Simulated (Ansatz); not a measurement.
Single points on SnHBr3.

```yaml
crystal:
  periodic: [false, false, false]
  atoms:
    - {symbol: Sn, position_ang: [0.000638, -0.001496, 0.185150]}
    - {symbol: H, position_ang: [0.007468, -0.015202, 1.888264]}
    - {symbol: Br, position_ang: [2.309530, 0.010492, -0.700254]}
    - {symbol: Br, position_ang: [-1.163014, 2.005698, -0.670429]}
    - {symbol: Br, position_ang: [-1.154612, -1.999491, -0.702731]}
basis:
  gaussian: {orbitals: def2-TZVP, initial_orbitals: start.molden}
hamiltonian: {xc: pbe, dispersion: d4}
scf: {omitted_lower_state_checks: [starts]}
output: {orbitals: {seedname: orbitals}}
```

The file start.molden holds the orbitals of an earlier run on this structure, at another level or in another basis.

```sh
$ ansatz run in.yaml --threads 4 --pin off --events-out ev --progress --plain --max-ram 3916MiB
```

Shortened log:

```
Functional definition: PBE
1560 factors; their error is unknown
mean field evaluation 1: about -215958.8989 eV, gradient 1.4e1 eV
mean field evaluation 2: about -215959.0390 eV, gradient 2.0e-1 eV
mean field evaluation 4: about -215958.9707 eV, gradient 3.3e-4 eV
mean field -215958.97072243 eV, -7936.3457918015 hartree, gradient 9.5e-6 eV, S^2 0.000000; 0 other end points of the search recorded, 0 dependent functions left out
reference -215958.97076292 eV, -7936.3457932896 hartree; 64, 64 occupied and 136, 136 virtual orbitals, 1560 factors
Total energy: -215959.18223768 eV, -7936.3535648435 hartree
Checks for a lower state left out: starts
```

Run time 2.2 s (4 threads of Arm Neoverse V2 on a shared host).

First input, but with `hamiltonian: {xc: lda}` (abridged; 1.2 s):

```
Functional definition: SPW92
mean field -215690.93074509 eV, -7926.4955043183 hartree, gradient 2.0e-5 eV, S^2 0.000000
Total energy: -215690.93078289 eV, -7926.4955057073 hartree
Checks for a lower state left out: starts
```

As the first input, with `gaussian: {orbitals: def2-SVP, initial_orbitals: start.molden}` (abridged; 1.2 s):

```
Functional definition: PBE
mean field -215933.10188671 eV, -7935.3951296234 hartree, gradient 1.7e-5 eV, S^2 0.000000
Total energy: -215933.31339821 eV, -7935.4029025274 hartree
Checks for a lower state left out: starts
```

As the first input, with `hamiltonian: {xc: {name: B97M-V}}` (abridged; 11 s):

```
Functional definition: B97M-V
mean field -215953.00553070 eV, -7936.1265750487 hartree, gradient 1.4e-5 eV, S^2 0.000000
Total energy: -215953.00558895 eV, -7936.1265771892 hartree
Checks for a lower state left out: starts
```

First input, but with `hamiltonian: {xc: {name: LC-wPBE}}` (abridged; 3.3 s):

```
Functional definition: LC-wPBE
mean field -215962.50202130 eV, -7936.4755646415 hartree, gradient 5.0e-5 eV, S^2 0.000000
Total energy: -215962.50202131 eV, -7936.4755646417 hartree
Checks for a lower state left out: starts
```

The first input with `hamiltonian: {xc: pbe0, dispersion: d4}` (abridged; 5 s):

```
Functional definition: PBE0
mean field -215966.56426550 eV, -7936.6248493623 hartree, gradient 2.2e-5 eV, S^2 0.000000
Total energy: -215966.75021154 eV, -7936.6316827532 hartree
Checks for a lower state left out: starts
```

The first input with `hamiltonian: {xc: {name: r2SCAN0}, dispersion: d4}` (abridged; 8.5 s):

```
Functional definition: r2SCAN0
mean field -215990.88604021 eV, -7937.5186580968 hartree, gradient 1.5e-5 eV, S^2 0.000000
Total energy: -215990.94550584 eV, -7937.5208434186 hartree
Checks for a lower state left out: starts
```

Geometry: PBE0-D4/def2-SVP.

In the def2 sets Sn takes a core potential; there is no spin–orbit coupling. LC-ωPBE has ω = 0.4 bohr⁻¹.
